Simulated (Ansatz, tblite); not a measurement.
Forces on the cluster Li₃Br₃⁻ at its r2SCAN-D4/def2-SVPD geometry. The state is a doublet with charge -1.

The xTB rows come from tblite. Another isomer (doublet) lies 0.54 eV lower at PBE0-D4/def2-TZVPD; other spin states weren't run for this one.

GFN1-xTB (tblite), largest force 0.77 eV/Å:

```xyz
6
positions Å, forces eV/Å
Li   -0.097    0.861    0.245    0.059    0.034   -0.095
Li    1.516   -1.407   -2.703    0.079   -0.469   -0.180
Li   -1.679    1.360    2.977   -0.169    0.095    0.294
Br    1.104    0.782   -1.792   -0.195   -0.193    0.310
Br    1.951   -3.445   -3.637   -0.138    0.692    0.300
Br   -2.795    1.849    4.910    0.363   -0.158   -0.629
```

GFN2-xTB (tblite), largest force 0.50 eV/Å:

```
Li -0.239 0.127 0.419
Li 0.017 0.199 -0.009
Li 0.240 -0.065 -0.414
Br 0.031 -0.295 -0.082
Br -0.005 0.016 0.009
Br -0.045 0.018 0.077
```

PBE-D4/def2-TZVPD (Ansatz), largest force 0.10 eV/Å:

```
Li 0.039 -0.012 -0.066
Li 0.002 -0.024 -0.005
Li -0.048 0.022 0.082
Br -0.023 -0.044 0.033
Br -0.016 0.078 0.034
Br 0.046 -0.020 -0.079
```
